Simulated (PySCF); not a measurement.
**Badger's rule along the third period: bonds to Te**

PBE0 in PySCF with def2-SVP on every atom (core potentials on Te), for the lowest determinant that a PBE0 search found; no spin–orbit coupling. Badger's rule says that Re = d + c·k^(−1/3) for bonds between atoms of fixed rows.

```json
{"molecule": "TeP", "state (unpaired electrons)": "doublet (π ↑)", "Re (Å)": "2.249", "k (mdyn/Å)": "3.43"}
{"molecule": "TeCl", "state (unpaired electrons)": "doublet (π ↑)", "Re (Å)": "2.353", "k (mdyn/Å)": "?"}
{"molecule": "AlTe", "state (unpaired electrons)": "doublet (σ ↑)", "Re (Å)": "2.372", "k (mdyn/Å)": "?"}
{"molecule": "NaTe", "state (unpaired electrons)": "doublet (π ↑)", "Re (Å)": "2.806", "k (mdyn/Å)": "0.624"}
```

Fix c and d from TeP and NaTe.

c = (2.806 − 2.249)/(0.624^(−1/3) − 3.43^(−1/3)) = 1.098, d = 2.249 − c·3.43^(−1/3) = 1.521 Å.

Predict k of the others and set the computed values beside them.



```json
{"molecule": "TeCl", "k by the rule": "2.30", "k computed": "2.45", "difference (%)": "-6"}
{"molecule": "AlTe", "k by the rule": "2.15", "k computed": "2.15", "difference (%)": "0"}
```

The rule misses by 3 % on average, well for two fitted constants.

Spin–orbit coupling is left out. States were picked by a PBE0 search and need not be the measured ground states.
